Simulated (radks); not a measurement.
Ta47+, configuration [Ar] 3d8.

All-electron calculation, Dirac Kohn-Sham, LB94 model potential, spin-unpolarised, spherical densities, finite nucleus; open shells fill j = l - 1/2 first; Fermi nuclear charge, rms radius 5.3507 fm. Program: a radial shooting solver on a logarithmic mesh with Libxc functionals.

Energy parts (eV):
part                  energy
kinetic            430541.90
electron-nucleus  -869739.31
Hartree             66114.93
(The LB94 potential has no energy functional, so no total or exchange-correlation energy is given.)

Orbitals (lengths in bohr, moments of r in powers of bohr):
orbital,occ.,eigenvalue (eV),<1/r>,small-component weight
1s1/2,2,-70111.19,85.48,7.57e-02
2s1/2,2,-14171.05,20.84,1.72e-02
2p1/2,2,-13684.00,20.83,1.73e-02
2p3/2,4,-12394.64,17.59,1.57e-02
3s1/2,2,-5043.732,7.861,5.96e-03
3p1/2,2,-4833.361,7.798,5.92e-03
3p3/2,4,-4537.203,6.958,5.48e-03
3d3/2,4,-4195.246,6.857,5.36e-03
3d5/2,4,-4128.534,6.657,5.23e-03

The highest occupied level is 3d5/2 at -4128.5 eV. For comparison, the ionisation energy in NIST's Atomic Spectra Database is 4143 eV (theoretical). In exact Kohn-Sham theory the highest level is minus the ionisation energy, but local and semilocal functionals leave it too shallow, through self-interaction and a potential that decays too fast; potentials with the right tail come closer. The electron density at the nucleus is 1.306e+06 e/bohr^3. Summed over all electrons, <r^2> = 0.7008 bohr^2, which gives a Langevin (diamagnetic) susceptibility term of -0.555 x 10^-6 cm^3/mol. The density falls to 0.001 e/bohr^3 at r = 0.65 bohr.

Beside tabulated values, note that spin-unpolarised runs miss the spin-polarisation part of the exchange energy of open shells.
